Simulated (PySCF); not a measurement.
# Diatomics of Ca with the chalcogens

r²SCAN with double-zeta basis sets in PySCF, for the lowest determinant that a PBE0 search found; no spin–orbit coupling. De refers to high-spin ground-configuration atoms. A positive dipole means M(−)Ca(+).

| M | basis | state (unpaired electrons) | Re (Å) | ωe (cm⁻¹) | De (eV) | μ (D) |
| --- | --- | --- | --- | --- | --- | --- |
| O | def2-SVP | singlet (closed shell) | 1.815 | 805 | 4.75 | 7.96 |
| S | x2c-SVPall | singlet (closed shell) | 2.305 | 494 | 3.94 | 9.67 |
| Se | x2c-SVPall | singlet (closed shell) | 2.429 | 375 | 3.55 | 9.74 |
| Te | def2-SVP | singlet (closed shell) | 2.652 | 312 | 3.04 | 10.20 |

The shortest bond is that of CaO (1.815 Å), the longest that of CaTe (2.652 Å). CaO is bound most strongly (4.75 eV) and CaTe least (3.04 eV).

The rows differ in basis set, which adds steps of its own.

Down a group the atoms grow and get heavier, so bonds lengthen and wavenumbers fall; this series shows no clear exception.

Spin–orbit coupling is left out, which matters for elements this heavy, above all for dissociation energies.
